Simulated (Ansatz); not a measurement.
`[SiH3][O][Mg][Cl]` + H–F → `[F][Mg][Cl]` + `O[SiH3]` at 400 K and 1 bar (ligand exchange at a Mg–O bond).

Gas-phase electronic energies from Ansatz, PBE0-D4/def2-TZVP geometries. CCSD(T)/CBS is the MP2 limit (def2-TZVPP, def2-QZVPP) plus CCSD(T) − MP2 in def2-TZVPP, frozen cores. This one scheme is used for every species. For Mg outer-core shells are correlated without core-valence functions, which leaves a few kJ/mol of doubt a bond. Each species was taken in one conformer, which may not be the lowest.

```
            species  CCSD(T)/CBS energy (Eh)  H − E (kJ/mol)  S (J/(mol·K))
`[SiH3][O][Mg][Cl]`              -1025.89888           110.0          368.2
                H–F               -100.39570            36.5          182.2
      `[F][Mg][Cl]`               -759.61026            27.6          281.7
          `O[SiH3]`               -366.69042           120.0          276.4
```

H − E and S are ideal-gas, rigid-rotor, harmonic terms from PBE0-D4/def2-TZVP, for one conformer and one mirror image of each species. 1 Eh = 2625.50 kJ/mol, R = 8.31446 J/(mol·K).

Task: By hand: ΔE, ΔH, ΔS and ΔG.

Result: ΔE = (-759.61026) + (-366.69042) − (-1025.89888) − (-100.39570) = -0.00610 Eh = -16.0 kJ/mol. Δ(H − E) = 27.6 + 120.0 − 110.0 − 36.5 = 1.1, so ΔH = -14.9 kJ/mol. ΔS = 281.7 + 276.4 − 368.2 − 182.2 = 7.7 J/(mol·K). ΔG = -14.9 − 400 × (7.7)/1000 = -18.0 kJ/mol.

Task: By hand: the equilibrium constant, and the temperature at which ΔG would vanish if ΔH and ΔS stayed fixed.

Result: log₁₀ K = −ΔG/(RT ln 10) = 2.4. ΔH and −TΔS have one sign here, so there is no such temperature.

The number of gas molecules stays the same, so ΔS is small and ΔH decides. A doubt of 5 kJ/mol in ΔE shifts log₁₀ K by 0.7 here. Other conformers and mirror images would add mixing entropy, several J/(mol·K) or more a flexible species. Modes under 60 cm⁻¹, often nearly free rotors, make the harmonic entropy too high. These are equilibria of isolated gas molecules and say nothing of rates. Largest T1 diagnostic: 0.011 (customary marks: 0.02 for closed shells, 0.045 for open ones).

ΔS is within the doubt of such terms, so its sign, and with it that verdict, could turn.
